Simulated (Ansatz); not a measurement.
`OB(F)[SiH3]` + silanol → `OB([SiH3])O[SiH3]` + H–F  (ligand exchange at a B–F bond)

Isolated molecules relaxed with PBE0-D4/def2-TZVP in Ansatz; ΔE leaves out vibrations. CBS: MP2 limit from def2 TZ/QZ plus the TZ coupled-cluster correction, frozen cores. This one scheme is used for every species. DFT in def2-TZVPP. B3LYP here is the variant with VWN-RPA as its local correlation; programs differ in this. One conformer a species, not always the lowest.

`OB(F)[SiH3]`:

Z-matrix (Å, degrees):
```
Si
B 1 2.039
H 1 1.487 2 110.6
H 1 1.487 2 110.6 3 -120.2
H 1 1.491 2 110.3 3 119.9
F 2 1.329 1 119.2 3 60.1
O 2 1.349 1 125.2 3 -120.0
H 7 0.959 2 113.8 1 0.0
```

`O[SiH3]`:

```xyz
6

O    -0.754    0.090    1.032
Si    0.344   -0.053   -0.188
H    -1.666    0.263    0.796
H     0.005   -1.178   -1.103
H     1.646   -0.312    0.466
H     0.425    1.190   -1.003
```

`OB([SiH3])O[SiH3]`:

Cartesian coordinates in Å:
```
O -0.715 -2.179 -0.692
B -0.301 -0.940 -0.325
Si 0.563 0.230 -1.755
O -0.485 -0.548 0.970
Si -0.151 0.819 1.832
H -1.111 -2.662 0.044
H 1.949 0.607 -1.356
H -0.202 1.498 -1.928
H 0.623 -0.468 -3.065
H 0.751 0.456 2.951
H -1.424 1.359 2.364
H 0.503 1.829 0.959
```

H–F:

```xyz
2

F    -0.121    0.284   -0.341
H     0.121   -0.284    0.341
```

```tsv
level	ΔE (kcal/mol)	difference from CCSD(T)/CBS
PBE-D4	2.7	1.4
PBE0-D4	2.2	0.9
B3LYP-D4	2.3	1.0
ωB97X-V	3.2	1.9
PBE0	3.8	2.5
B3LYP	5.0	3.7
MP2/def2-TZVPP	1.3	0.0
SCS-MP2/def2-QZVPP	2.0	0.7
HF/CBS(def2)	5.1	3.8
MP2/CBS(def2)	0.8	-0.5
CCSD(T)/CBS	1.3	0
```

Largest T1 diagnostic among the species: 0.014.

In def2-TZVPP, CCSD(T) changes the Hartree–Fock value by −3.3 kcal/mol (the triples alone add −0.5 kcal/mol) and MP2 by −3.8 kcal/mol. The D4 term adds −2.8 kcal/mol with B3LYP and −1.6 kcal/mol with PBE0; it sums over pairs of atoms, weighted by their polarisabilities, and B3LYP, whose exchange is more repulsive, gets the larger term.
